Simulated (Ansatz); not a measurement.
**Isomers**

Structures of C₂H₅Te (charge +1), singlet, relaxed at PBE0-D4/def2-TZVP (vibrations not checked; lower isomers may exist, and structures with a doubtful reference or unclear bonds are left out). Ansatz 0.2.0; basis: def2-TZVPP; cores frozen in the correlated methods. Filled d shells of the heavier atoms are correlated. Core potentials replace the inner electrons of the atoms past krypton. The def2 sets are not built for correlating such inner shells, so the correlated values are less sure here. B3LYP uses VWN-RPA correlation.

Task: Rank them by CCSD(T) energy, lowest first, and give each one's height above the lowest. Links in brackets join atoms within 1.22 times the sum of their covalent radii (1.1 for two metals). (To be estimated.)
A.
C₂H₅Te ([CH2][Te][CH3]), total charge +1
```
8
angstrom
C -0.6371 1.2138 -1.0395
Te -1.2648 -0.4018 -0.1861
C 0.5040 -0.9699 0.8288
H -1.3198 1.7822 -1.6642
H 0.3775 1.5812 -0.9197
H 1.2786 -0.2329 0.6274
H 0.7909 -1.9550 0.4611
H 0.2707 -1.0176 1.8923
```
B.
C₂H₅Te ([CH2]1[CH2][TeH]1), total charge +1
```
8
angstrom
C -0.3236 0.8849 -0.5220
Te -1.6095 -0.9000 -0.5852
C 0.2558 -0.1446 0.3055
H 0.0777 1.0627 -1.5144
H -0.8564 1.7124 -0.0672
H 1.0870 -0.7306 -0.0730
H -2.5082 -0.3689 0.7050
H 0.1600 -0.0932 1.3841
```
C.
C₂H₅Te ([CH3][CH][TeH]), total charge +1
```
8
angstrom
C -0.0856 1.0864 -0.2432
C -0.1588 -0.3447 0.0080
Te 1.2957 -1.4427 0.7581
H -0.9074 1.5779 0.2997
H -0.3213 1.2674 -1.3029
H 0.8622 1.5566 0.0126
H -1.0866 -0.8596 -0.2334
H 0.4018 -2.8413 0.7010
```

Result: Computed: B (0.00 kcal/mol), A (8.47 kcal/mol), C (10.34 kcal/mol). Heights count from the lowest.

Task: Do PBE-D4, r2SCAN-D4, PBE0-D4, B3LYP-D4, wB97M-V, HF, MP2 give the same order? (A judgement: the text doesn't fix the answer.)

Result: The calculation gives: Lowest first: PBE-D4 B < C < A; r2SCAN-D4 B < C < A; PBE0-D4 B < C < A; B3LYP-D4 B < C < A; wB97M-V B < C < A; HF B < C < A. The others agree with CCSD(T).

No T1 diagnostic of these runs exceeds 0.023. The restricted Hartree–Fock reference is unstable towards an unrestricted one at one or more of these structures. A large double-excitation amplitude points to some diradical character; no triplet was computed.

For scale, one of the runs: CCSD(T)/def2-TZVPP, 182 basis functions, launched by `ansatz run in.yaml --threads 2 --pin off --events-out ev --progress --plain --max-ram 4352MiB`. Time: 57 s of wall clock on 2 CPU threads of an Arm Neoverse V2; the host was shared. Peak host memory: 2 GiB.
